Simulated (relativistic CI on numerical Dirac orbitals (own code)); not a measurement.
Forbidden transitions in Co XXII

Calculated at this level of theory: Dirac-Coulomb-Breit CI, KLI orbitals optimised for each configuration, a model potential for QED, unscaled Slater integrals (own radial code, finite nucleus).

CI space (outside the closed core 1s2): 2s²2p², 2s2p³, 2p⁴, 2p³3s, 2p³3p, 2p³3d, 2s²2p3s, 2s²2p3p, 2s²2p3d, 2s2p²3s, 2s2p²3p, 2s2p²3d, 2s²2p4s, 2s²2p4p, 2s²2p4d, 2s²2p4f. Levels of other configurations are missing.

```csv
λ vac (Å),Lower,Upper,Type,A (s⁻¹),E lower (Ry),E upper (Ry)
10.363,2s2p³ ⁵S°2 [6],2p³3d ⁵D°4 [185],E2,1.14e+10,4.8006,92.7324
10.368,2s2p³ ⁵S°2 [6],2p³3d ⁵D°0 [183],E2,1.15e+10,4.8006,92.6893
10.369,2s2p³ ⁵S°2 [6],2p³3d ⁵D°2 [182],E2,1.11e+10,4.8006,92.6879
10.369,2s2p³ ⁵S°2 [6],2p³3d ⁵D°3 [181],E2,1.10e+10,4.8006,92.6872
10.835,2s²2p² ³P2 [3],2s2p²3d ⁵D4 [85],E2,5.19e+08,1.2649,85.3712
11.582,2s2p³ ⁵S°2 [6],2s2p²3p ⁵D°4 [62],E2,2.69e+09,4.8006,83.4814
11.612,2s2p³ ³D°2 [8],2s2p²3p ³F°4 [98],E2,1.30e+09,7.6416,86.1195
11.632,2s²2p² ³P2 [3],2s²2p3p ³D3 [30],E2,1.88e+09,1.2649,79.6095
11.656,2s2p³ ³D°3 [9],2s2p²3p ³F°4 [98],E2,2.15e+09,7.9426,86.1195
11.657,2s2p³ ⁵S°2 [6],2s2p²3p ⁵D°3 [59],E2,2.29e+09,4.8006,82.9713
11.733,2s2p³ ⁵S°2 [6],2s2p²3p ⁵D°2 [53],E2,1.99e+09,4.8006,82.4654
11.811,2s²2p² ³P1 [2],2s²2p3p ³D1 [25],E2,1.94e+09,0.8216,77.9737
11.867,2s2p³ ³P°2 [12],2s2p²3p ³F°4 [98],E2,5.46e+08,9.3309,86.1195
11.880,2s²2p² ³P2 [3],2s²2p3p ³D1 [25],E2,1.96e+09,1.2649,77.9737
12.064,2s2p³ ³D°3 [9],2s2p²3p ⁵D°4 [62],E2,1.16e+08,7.9426,83.4814
12.606,2s2p³ ³P°2 [12],2s²2p3d ³F°4 [43],E2,8.26e+07,9.3309,81.6189
306.56,2s²2p² ³P1 [2],2s²2p² ¹S0 [5],M1,2.01e+05,0.8216,3.7942
517.04,2s²2p² ³P1 [2],2s²2p² ¹D2 [4],M1,2.60e+04,0.8216,2.5841
690.80,2s²2p² ³P2 [3],2s²2p² ¹D2 [4],M1,2.40e+04,1.2649,2.5841
1109.1,2s²2p² ³P0 [1],2s²2p² ³P1 [2],M1,1.17e+04,0.0000,0.8216
2055.5,2s²2p² ³P1 [2],2s²2p² ³P2 [3],M1,1.14e+03,0.8216,1.2649
```

Terms are leading LS components. Brackets give the number of a level in order of energy, since labels repeat. The list gives strong lines, with weight on those to low levels, among the lowest 200 of 274 levels, so that lines to higher ones, which can be the strongest, are missing. Levels whose partners in the same complex of configurations lie outside the list can be far off, and so can their lines. Rates are taken at the computed energies, electric ones in the length gauge.

At this charge energies of transitions that change n are usually good to better than 1 %, and those within a shell (Δn = 0) to a few per cent.

LS names give the leading component of a level, which can be under half, so a name can repeat, a term be missing and a line seem to break the LS rules.
